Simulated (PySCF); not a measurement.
**Shapes and spin states of MnCl₃⁻**

Method: PBE/[Mn def2-SVPD, Cl def2-SVPD], no relativity, density fitting, PySCF.

Relaxations began from a few typed shapes and spin states; open shells are unrestricted. The search is not exhaustive: other isomers or separated fragments can lie lower, and high-lying points may rest on an excited occupation.

(1) Which is the lowest minimum found?
A. broken-symmetry Ms = 3/2 (⟨S²⟩ 4.52) C2v: Mn–Cl 2.255 Å (×2), Mn–Cl 2.265 Å; Cl–Mn–Cl 113.7° (×2), Cl–Mn–Cl 132.7°
B. sextet C2v: Mn–Cl 2.310 Å (×3); Cl–Mn–Cl 120.0° (×3)
C. sextet D3h: Mn–Cl 2.309 Å (×3); Cl–Mn–Cl 120.0° (×3)

Answers

(1) C. The others lie at 0.0 (sextet C2v), 143.8 (broken-symmetry Ms = 3/2 C2v) kJ/mol above it.

Formally Mn is in oxidation state +2, d5, with 5 unpaired electrons (the high-spin count). The Mulliken spin on Mn is 4.91. The polar-tensor charge on Mn, 1.26, is below the formal one.

For the lowest minimum: other spin states or occupations of the open shell can lie lower. The lowest empty level of this anion is unbound, so it and the gap depend on the basis.
